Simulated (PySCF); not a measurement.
B2H6OSSi.
SMILES: `BOBS[SiH3]`

Theory: PySCF 2.14.0, density-fitted response routines, TDDFT wB97X-D/def2-SVPD, vertical, gas phase, core orbitals frozen in the response. One conformer (not necessarily the lowest) at the PBE0-D3(BJ)/def2-SVP geometry, without solvent, vibrations or thermal averaging.

| state | E (eV) | λ (nm) | f | \|μ\| (D) | symmetry | main configurations (H = HOMO, L = LUMO) |
| --- | --- | --- | --- | --- | --- | --- |
| S1 | 5.91 | 209.9 | 0.0007 | 0.18 | – | H→L (49%), H-2→L (46%) |
| S2 | 6.29 | 197.1 | 0.150 | 2.51 | A′ | H→L+1 (95%) |
| S3 | 6.63 | 187.0 | 0.014 | 0.75 | A″ | H→L+2 (73%) |
| S4 | 6.88 | 180.1 | 0.0064 | 0.50 | A″ | H-1→L+1 (71%), H-3→L+1 (18%) |
| S5 | 7.17 | 172.9 | 0.0040 | 0.38 | A″ | H-2→L (33%), H→L (32%), H→L+4 (12%) |
| S6 | 7.31 | 169.6 | 0.0053 | 0.44 | A″ | H→L+3 (50%), H-2→L (12%), H→L (11%) |
| S7 | 7.36 | 168.4 | 0.011 | 0.61 | A″ | H-3→L+1 (65%), H-1→L+1 (19%), H→L+3 (12%) |
| S8 | 7.73 | 160.3 | 0.0065 | 0.47 | A″ | H→L+4 (38%), H→L+5 (16%), H→L+3 (11%) |
| S9 | 7.82 | 158.5 | 0.210 | 2.66 | A′ | H-1→L (62%), H-3→L (27%) |
| S10 | 8.00 | 155.0 | 0.025 | 0.91 | A′ | H-1→L+2 (46%), H-2→L+1 (18%), H-3→L (9%) |

Triplets, Tamm–Dancoff:

| state | E (eV) | λ (nm) | main configurations (H = HOMO, L = LUMO) |
| --- | --- | --- | --- |
| T1 | 5.45 | 227.4 | H→L+1 (93%) |
| T2 | 5.49 | 225.6 | H-2→L (55%), H→L (36%) |
| T3 | 6.31 | 196.6 | H→L+2 (73%) |
| T4 | 6.47 | 191.7 | H-1→L+1 (56%), H-3→L+1 (32%) |

The lowest singlet lies at 5.91 eV (210 nm, ultraviolet) and is very weak; its leading configuration is HOMO→LUMO (49%). The most intense listed level is S9 at 7.82 eV (159 nm, f = 0.210), 1.91 eV above S1. Löwdin shares by element: HOMO sulfur 61%, boron 9% or more, silicon 9%, oxygen 8%; LUMO boron 44% or more, hydrogen 20% or more, oxygen 20%. Orbital energies (eV): HOMO-3 -11.15, HOMO-2 -11.11, HOMO-1 -10.89, HOMO -9.61, LUMO 0.82, LUMO+1 1.13, LUMO+2 1.59. Of the 10 states listed, 5 reach f = 0.01 and none stays under 0.0005. The oscillator strengths of these states sum to 0.433; summed over the whole spectrum of an exact calculation they would give the number of electrons, 54 (Thomas–Reiche–Kuhn). All these states lie below the vertical ionisation energy of 9.89 eV (ΔSCF). Symmetry labels in Cs follow from the direction of the transition dipole and are given only for states with f of 0.002 or more. The window holds the lowest 10 singlets.

The run took 43 s of wall time on Arm Neoverse V1, one thread, on a shared host, and the process peaked at 0.77 GiB of memory.
